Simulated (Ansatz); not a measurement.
Relaxation of Au2O with UKS r2SCAN-D4/def2-TZVP.

```sh
$ ansatz run in.yaml --threads 2 --pin off --events-out ev --progress --plain --max-ram 4352MiB
```

```yaml
crystal:
  periodic: [false, false, false]
  atoms:
    - {symbol: Au, position_ang: [-0.662203, 0.990674, 0.990848]}
    - {symbol: Au, position_ang: [0.252530, -0.448834, -1.461787]}
    - {symbol: O, position_ang: [0.409673, -0.541840, 0.470939]}
basis:
  gaussian: {orbitals: def2-TZVP}
magnetization: {spin_polarized: true, initial_magnetization: 4}
hamiltonian: {xc: r2scan, dispersion: d4}
scf: {lower_state_search: "off"}
output: {orbitals: {seedname: orbitals}}
relax: {f_tol: 0.02, max_steps: 100}
```

It took 24 s on 2 threads of Arm Neoverse V1 on a shared host.

Positions (Å) and forces (eV/Å) at steps 1, 2, 3, 4, 5 of 5:

```xyz
3
step=1 energy=-9432.8559 eV
Au   -0.662    0.991    0.991   -0.818    1.137   -0.098
Au    0.253   -0.449   -1.462   -0.378    0.445   -1.273
O     0.410   -0.542    0.471    1.195   -1.581    1.371
3
step=2 energy=-9433.1602 eV
Au   -0.665    0.987    0.869   -0.343    0.463   -0.245
Au    0.187   -0.355   -1.418   -0.265    0.340   -0.452
O     0.478   -0.632    0.549    0.607   -0.803    0.697
3
step=3 energy=-9433.2585 eV
Au   -0.671    0.989    0.778   -0.081    0.119    0.091
Au    0.138   -0.284   -1.390    0.015   -0.032   -0.166
O     0.533   -0.705    0.612    0.065   -0.086    0.075
3
step=4 energy=-9433.2592 eV
Au   -0.677    0.998    0.789    0.058   -0.086   -0.072
Au    0.141   -0.290   -1.405   -0.014    0.028    0.123
O     0.536   -0.709    0.616   -0.044    0.058   -0.051
3
step=5 energy=-9433.2602 eV
Au   -0.674    0.994    0.783   -0.001    0.001    0.001
Au    0.139   -0.287   -1.398    0.001   -0.001   -0.001
O     0.535   -0.707    0.615    0.000    0.000    0.000
```

In the def2 sets Au takes a core potential; there is no spin–orbit coupling. At r2SCAN-D4/def2-TZVP a singlet of charge 0 lies 2.11 eV below the quintet, each at its own geometry. The structure comes from a short search, and lower isomers may exist.
